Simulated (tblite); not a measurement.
Compound: C5H11NOSi2.
Structure used (GFN2-xTB), in Å, numbered top down from 1:
```
atom  x, y, z in Å
N1     0.1036    1.2972   -2.7456
C2     0.7404    0.9691   -1.8522
C3     1.5431    0.5284   -0.7519
C4     1.6111   -1.0035   -0.5733
C5     1.1853   -0.8528    0.8912
C6     0.9247    0.6504    0.6669
Si7   -0.9012    1.1872    0.7775
O8    -1.8183    0.1411   -0.0360
Si9   -2.5624   -0.6619   -1.2397
H10    2.5277    0.9989   -0.8319
H11    2.5955   -1.4378   -0.7402
H12    0.8817   -1.5298   -1.1868
H13    1.9867   -1.0564    1.6003
H14    0.3112   -1.4364    1.1740
H15    1.5297    1.2881    1.3134
H16   -1.3385    1.0638    2.1662
H17   -1.0631    2.5235    0.2129
H18   -1.7457   -1.8506   -1.4943
H19   -3.8624   -1.0195   -0.6757
H20   -2.6543    0.2118   -2.3993
```

Method: GFN2-xTB as coded in tblite; computed harmonic values from a numerical Hessian at the method's own geometry, unscaled. The method is semi-empirical: single wavenumbers can be off by several per cent or more. Modes of hydrogen on silicon can be 10 to 20 % off. One conformer, not necessarily the lowest. The optimisation stopped once no atom felt more than 0.01 eV/Å.

Lowest wavenumbers of the output (negative numbers stand for imaginary wavenumbers):
```
mode    cm-1
  1     -44.4
  2      24.4
  3      60.5
  4      67.3
  5      92.4
  6     108.3
  7     143.1
  8     195.2
  9     236.5
 10     329.2
 11     483.2
 12     513.8
 13     540.0
 14     563.4
 15     592.5
```

Is this structure a minimum?

Not by this Hessian. 1 mode is imaginary beyond 20i (44i cm⁻¹), so at this level the point lies at or near a first-order saddle. The curvature is small, so loose convergence or finite differences may be the whole cause.

Which atoms move in the imaginary mode?

44i: H18 (Si–H hydrogen) 28 %, H20 (Si–H hydrogen) 22 %, H19 (Si–H hydrogen) 17 %, N1 (nitrile nitrogen) 12 %. These are shares of the mass-weighted motion.

What is the remedy?

Step along that mode in both directions, optimise again with tighter thresholds and repeat the frequencies. The zero-point energy of this point (89.8 kcal/mol) counts the 53 real modes alone, and thermal corrections from it aren't those of a minimum.
